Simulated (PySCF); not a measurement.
# Correlation energy of Sm⁴⁵⁺ (samarium, charge +45)

[Ne] 3s2 3p5, 2P determinant. Calculation: PySCF 2.14, in an even-tempered Gaussian basis (18 s from 9.2 bohr⁻², ratio 2.5; 12 p from 12 bohr⁻², ratio 2.5; 4 d from 52 bohr⁻², ratio 2.7; 4 f from 77 bohr⁻², ratio 2.7); the spin-free X2C one-electron Hamiltonian (Gaussian nucleus). Frozen: 1s2; 15 electrons correlated; the 21 highest virtual orbitals of each spin left out.

```
  level  correlation energy (mhartree)
   CCSD                        -633.90
    (T)                          -0.91
CCSD(T)                        -634.81
```

Diagnostics: T1 = 0.00041, D1 = 0.0018, largest double amplitude 0.018.

Spin-orbit coupling, absent here, splits the open shell strongly.

Cost of the coupled-cluster step: of the order of 23 core-seconds, for 15 correlated electrons.

At this charge the one-electron X2C treatment keeps the bare 1/r₁₂, with no two-electron picture change or Breit term. The effect here is smaller than on the frozen 1s shell; and a scalar Hamiltonian misses the large spin-orbit splitting of the p shells, which matters for ns² → np² pairs.
